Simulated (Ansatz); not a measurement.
Steps of a relaxation of C$_{2}$H$_{3}$BClF (`FB1CC1Cl`) with RKS PBE-D4/def2-SVP.

```sh
$ ansatz run in.yaml --threads 2 --pin off --events-out ev --progress --plain --max-ram 4352MiB
```

```yaml
crystal:
  periodic: [false, false, false]
  atoms:
    - {symbol: F, position_ang: [-1.854700, -0.850300, 1.390000]}
    - {symbol: B, position_ang: [-0.777300, -0.383300, 0.584500]}
    - {symbol: C, position_ang: [0.717200, 0.124100, 0.395300]}
    - {symbol: C, position_ang: [0.021900, -0.025300, -0.816600]}
    - {symbol: Cl, position_ang: [-0.643000, 1.480300, -1.537400]}
    - {symbol: H, position_ang: [1.491600, -0.663100, 0.605700]}
    - {symbol: H, position_ang: [0.933300, 1.160200, 0.782000]}
    - {symbol: H, position_ang: [0.203200, -0.899700, -1.459200]}
basis:
  gaussian: {orbitals: def2-SVP}
hamiltonian: {xc: pbe, dispersion: d4}
relax: {f_tol: 0.03, max_steps: 200}
```

Positions (Å) and forces (eV/Å) along the path, 11 of 11 steps:

```xyz
8
step=1 energy=-18018.0959 eV
F    -1.855   -0.850    1.390    2.546    1.217   -2.062
B    -0.777   -0.383    0.585    0.031   -0.283    0.050
C     0.717    0.124    0.395    1.310    0.109    5.178
C     0.022   -0.025   -0.817   -4.718   -1.247   -1.840
Cl   -0.643    1.480   -1.537    0.252   -0.173   -0.376
H     1.492   -0.663    0.606   -0.027    0.658   -0.005
H     0.933    1.160    0.782    0.294   -0.676   -0.278
H     0.203   -0.900   -1.459    0.312    0.395   -0.668
8
step=2 energy=-18018.8985 eV
F    -1.812   -0.834    1.383    1.345    0.644   -1.118
B    -0.774   -0.405    0.609   -0.182   -0.098   -0.025
C     0.686    0.106    0.459    0.624   -0.174    2.084
C    -0.105   -0.064   -0.789   -1.526   -0.574   -0.988
Cl   -0.597    1.473   -1.598   -0.021   -0.264   -0.022
H     1.514   -0.625    0.616   -0.093    0.279   -0.052
H     0.956    1.136    0.786    0.015   -0.242   -0.086
H     0.224   -0.844   -1.522   -0.162    0.429    0.207
8
step=3 energy=-18019.0813 eV
F    -1.778   -0.764    1.276   -0.528   -0.100    0.336
B    -0.741   -0.387    0.579    0.394   -0.010   -0.058
C     0.709    0.087    0.520    0.328    0.091    0.484
C    -0.126   -0.069   -0.777   -0.333   -0.022   -0.937
Cl   -0.705    1.419   -1.616    0.135   -0.100    0.162
H     1.548   -0.626    0.645   -0.028    0.034   -0.118
H     0.994    1.104    0.844   -0.030    0.039   -0.012
H     0.191   -0.822   -1.526    0.062    0.068    0.143
8
step=4 energy=-18019.1032 eV
F    -1.794   -0.760    1.295   -0.080    0.050    0.040
B    -0.745   -0.400    0.585    0.137   -0.056    0.001
C     0.705    0.085    0.526    0.102   -0.082    0.162
C    -0.140   -0.083   -0.786   -0.161    0.228   -0.284
Cl   -0.673    1.428   -1.605    0.018   -0.142    0.080
H     1.559   -0.612    0.617   -0.029    0.007   -0.020
H     0.978    1.110    0.839   -0.041    0.018   -0.012
H     0.203   -0.826   -1.526    0.054   -0.023    0.032
8
step=5 energy=-18019.1059 eV
F    -1.806   -0.712    1.290    0.027    0.002    0.028
B    -0.731   -0.419    0.585   -0.125    0.053   -0.118
C     0.710    0.071    0.529    0.020    0.112    0.055
C    -0.144   -0.075   -0.794    0.089   -0.409    0.077
Cl   -0.704    1.409   -1.585   -0.054    0.196   -0.094
H     1.565   -0.622    0.606    0.066    0.011   -0.076
H     0.961    1.102    0.836    0.030    0.009    0.128
H     0.241   -0.811   -1.522   -0.054    0.026    0.001
8
step=6 energy=-18019.1119 eV
F    -1.806   -0.712    1.291    0.031    0.042    0.004
B    -0.734   -0.413    0.583   -0.036   -0.054   -0.060
C     0.711    0.074    0.532   -0.005   -0.006   -0.017
C    -0.143   -0.081   -0.795    0.014   -0.056    0.099
Cl   -0.701    1.411   -1.596   -0.021    0.050   -0.041
H     1.573   -0.614    0.591    0.010    0.018   -0.010
H     0.961    1.100    0.863    0.004   -0.005    0.017
H     0.232   -0.821   -1.523    0.004    0.011    0.008
8
step=7 energy=-18019.1121 eV
F    -1.800   -0.706    1.301   -0.069    0.005   -0.009
B    -0.737   -0.418    0.577    0.105    0.021   -0.004
C     0.708    0.073    0.531   -0.003   -0.012    0.009
C    -0.141   -0.081   -0.797   -0.037   -0.057    0.026
Cl   -0.702    1.410   -1.600   -0.012    0.033   -0.026
H     1.569   -0.615    0.590    0.022    0.017   -0.021
H     0.958    1.097    0.867   -0.007   -0.013    0.015
H     0.238   -0.817   -1.526    0.001    0.006    0.009
8
step=8 energy=-18019.1135 eV
F    -1.807   -0.694    1.296   -0.012    0.016   -0.009
B    -0.735   -0.421    0.579    0.019   -0.017    0.009
C     0.710    0.070    0.533    0.003   -0.032   -0.030
C    -0.143   -0.084   -0.795   -0.006    0.014    0.035
Cl   -0.707    1.407   -1.601   -0.005    0.001   -0.016
H     1.579   -0.610    0.576    0.006    0.019    0.003
H     0.953    1.093    0.878   -0.005   -0.004    0.009
H     0.242   -0.819   -1.522    0.001    0.003   -0.001
8
step=9 energy=-18019.1142 eV
F    -1.812   -0.675    1.294    0.029    0.010   -0.013
B    -0.732   -0.427    0.578   -0.035   -0.016    0.012
C     0.712    0.065    0.534    0.007   -0.039   -0.028
C    -0.144   -0.084   -0.795    0.001    0.027    0.032
Cl   -0.714    1.402   -1.604    0.002   -0.001   -0.010
H     1.590   -0.605    0.563   -0.002    0.018    0.008
H     0.945    1.085    0.894   -0.005    0.001   -0.003
H     0.246   -0.818   -1.520    0.003    0.000    0.002
8
step=10 energy=-18019.1144 eV
F    -1.813   -0.670    1.296    0.022    0.002   -0.006
B    -0.732   -0.430    0.579   -0.027   -0.004    0.007
C     0.712    0.062    0.533    0.015   -0.026   -0.011
C    -0.146   -0.084   -0.794    0.003    0.032    0.001
Cl   -0.712    1.402   -1.607    0.003   -0.009   -0.001
H     1.595   -0.601    0.557   -0.003    0.011    0.008
H     0.939    1.081    0.899   -0.008    0.001    0.000
H     0.248   -0.817   -1.518   -0.005   -0.007    0.002
8
step=11 energy=-18019.1146 eV
F    -1.811   -0.665    1.298    0.001   -0.011    0.009
B    -0.731   -0.434    0.578   -0.013    0.015   -0.006
C     0.714    0.057    0.532    0.020   -0.009    0.009
C    -0.147   -0.081   -0.793   -0.014    0.014   -0.018
Cl   -0.708    1.403   -1.614    0.010   -0.006    0.007
H     1.604   -0.595    0.553    0.000    0.003   -0.003
H     0.930    1.076    0.907   -0.009    0.002   -0.002
H     0.241   -0.818   -1.516    0.004   -0.007    0.006
```

Hardware: 2 threads of an Arm Neoverse V1 on a shared host. Wall time 18 s, peak host memory 0.15 GiB.
